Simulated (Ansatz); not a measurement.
Relaxation of FH$_{8}$NO$_{2}$Si (13 atoms, charge 0, multiplicity 1), to a largest force component of 0.03 eV/Å in at most 50 steps.

Level of theory: RKS PBE-D4/cc-pVDZ (Ansatz 0.2.0).

```xyz
13
Properties=species:S:1:pos:R:3
Si -0.775 1.846 -0.290
F 0.443 1.018 -1.099
H -1.283 2.893 -1.233
H -0.077 2.422 0.918
O -2.058 0.843 0.083
H 0.306 -0.947 0.717
O -0.261 -0.637 1.453
H 1.232 -1.009 -1.196
N 1.404 -2.006 -1.026
H -1.691 0.167 0.714
H 0.331 -0.055 1.969
H 0.489 -2.447 -0.858
H 1.941 -2.088 -0.152
```

Question: Where does it end, and by what steps?

Answer: The forces met the threshold. After 8 steps the energy has fallen by 0.059 eV; H11 moved furthest, 0.35 Å.

```json
{"step": "0", "energy less start (eV)": "0.0000", "largest force component (eV/Å)": "0.312", "accepted": "yes"}
{"step": "1", "energy less start (eV)": "-0.0266", "largest force component (eV/Å)": "0.319", "accepted": "yes"}
{"step": "2", "energy less start (eV)": "-0.0422", "largest force component (eV/Å)": "0.204", "accepted": "yes"}
{"step": "3", "energy less start (eV)": "0.0366", "largest force component (eV/Å)": "0.800", "accepted": "no"}
{"step": "4", "energy less start (eV)": "-0.0551", "largest force component (eV/Å)": "0.121", "accepted": "yes"}
{"step": "5", "energy less start (eV)": "-0.0569", "largest force component (eV/Å)": "0.109", "accepted": "yes"}
{"step": "6", "energy less start (eV)": "-0.0572", "largest force component (eV/Å)": "0.083", "accepted": "yes"}
{"step": "7", "energy less start (eV)": "-0.0586", "largest force component (eV/Å)": "0.041", "accepted": "yes"}
{"step": "8", "energy less start (eV)": "-0.0588", "largest force component (eV/Å)": "0.021", "accepted": "yes"}
```

```xyz
13
Properties=species:S:1:pos:R:3
Si -0.732 1.905 -0.387
F 0.506 1.121 -1.222
H -1.389 2.848 -1.349
H -0.010 2.597 0.743
O -1.873 0.800 0.116
H 0.262 -1.173 0.738
O -0.313 -0.897 1.502
H 1.057 -0.828 -1.082
N 1.299 -1.819 -0.941
H -1.448 0.135 0.738
H 0.296 -0.391 2.075
H 0.445 -2.374 -0.813
H 1.901 -1.927 -0.117
```

Time of the run: 24 s on 2 threads of Arm Neoverse V1, on a shared host, peak memory 0.15 GiB.
